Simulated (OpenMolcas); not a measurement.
**Ru3+: ligand-field states by method**

Ru3+ with 4 ligands (water) in square-planar coordination (D2h) at 1.91 Å. Ligand basis ANO-RCC-VDZP.
```
Ru    0.0000    0.0000    0.0000
O     1.9100    0.0000    0.0000
H     2.4870    0.7797    0.0000
H     2.4870   -0.7797    0.0000
O     0.0000    1.9100    0.0000
H     0.0000    2.4870    0.7797
H     0.0000    2.4870   -0.7797
O    -1.9100    0.0000    0.0000
H    -2.4870    0.7797    0.0000
H    -2.4870   -0.7797    0.0000
O     0.0000   -1.9100    0.0000
H     0.0000   -2.4870    0.7797
H     0.0000   -2.4870   -0.7797
```

```yaml
Program: OpenMolcas
Basis: ANO-RCC-VTZP [7s6p4d2f1g]
Scalar_Hamiltonian: DKH2, point nucleus
Active_space: 5 electrons in 5 orbitals (4d)
State_averaging: 2S+1 = 6 even, 1 root; 2S+1 = 4 even, 24 roots; 2S+1 = 2 even, 75 roots
Spin-orbit_coupling: RASSI with atomic mean-field integrals over the reference wave functions
```

I. CASSCF
II. SS-CASPT2, IPEA 0.25 Eh, imaginary shift 0.1 Eh (closed shells correlated: 4s 4p and the ligand valence shells)

Spin-free states in cm-1, each column counted from its own energy of the first state listed:

```
   State  Degeneracy      I     II
2S+1 = 4           1      0      0
2S+1 = 4           1   3263   6250
2S+1 = 4           1   5589   8530
2S+1 = 4           1   5842   5360
2S+1 = 2           1  11673  12320
2S+1 = 2           1  12008   9330
2S+1 = 6           1  13261  22500
2S+1 = 2           1  13286  13480
2S+1 = 2           1  13451   9770
2S+1 = 2           1  13779   9740
2S+1 = 2           1  14611  12140
2S+1 = 2           1  16199  13180
2S+1 = 2           1  16905  16330
2S+1 = 2           1  19106  17280
2S+1 = 2           1  19647  16680
2S+1 = 2           1  20066  19180
2S+1 = 2           1  20332  15770
2S+1 = 2           1  21312  15720
2S+1 = 2           1  22435  18800
2S+1 = 2           1  22973  18340
```

From I to II, I's first state of the same spin (2S+1 = 4) moves from 3263 to 6250 cm-1, by about +3000 cm-1. In II another state of that kind comes below it.

From I to II, I's first state of another spin (2S+1 = 2) moves from 11673 to 12320 cm-1, by about +650 cm-1. In II another state of that kind comes below it.

χT at 300 K: I 2.23, II 2.15 cm3 K/mol.

Over all roots computed the reference weight is 0.74 to 0.76 in II; a low but even weight reflects the number of correlated electrons. The least metal-like active orbital is 76 % on the metal (Löwdin) and no ligand orbital is active, so the numbers are rough. Ligand-to-metal charge-transfer states are missing. With no ligand orbital active B as a rule stays too high, so bands that hang on it stand too high and its fall with covalency is understated. Without dynamic correlation the repulsion within the d shell is too large (B by tens of per cent), so at a given field states of lower spin stand too high (holds for I). This shell can be high or low spin here, a state of another spin lies low, and with metal d orbitals alone active their balance is uncertain, so the ground spin may be wrong, although the usual error favours high spin (holds for I). With metal d orbitals alone the field can be off either way by tens of per cent (holds for I). No measured value stands beside these numbers; the geometry was imposed, not optimised, and the real ion may take another.
